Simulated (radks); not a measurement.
All-electron atom: S in [Ne] 3s2 3p4 (the NIST ground configuration). All-electron calculation, Dirac Kohn-Sham, PBE, spin-unpolarised, spherical densities, finite nucleus; open shells are shared between the two j in proportion to 2j + 1; Fermi nuclear charge, rms radius 3.2611 fm. Program: a radial shooting solver on a logarithmic mesh with Libxc functionals.

Spin-orbit splittings of the eigenvalues, e(l+1/2) - e(l-1/2), with zeta = 2 splitting/(2l+1) and mean radii in bohr:

2p: occ. 6; splitting (eV) 1.263; zeta (eV) 0.8417; <r> j=l-1/2 0.4410; <r> j=l+1/2 0.4433
3p: occ. 4; splitting (eV) 0.08372; zeta (eV) 0.05581; <r> j=l-1/2 2.065; <r> j=l+1/2 2.075
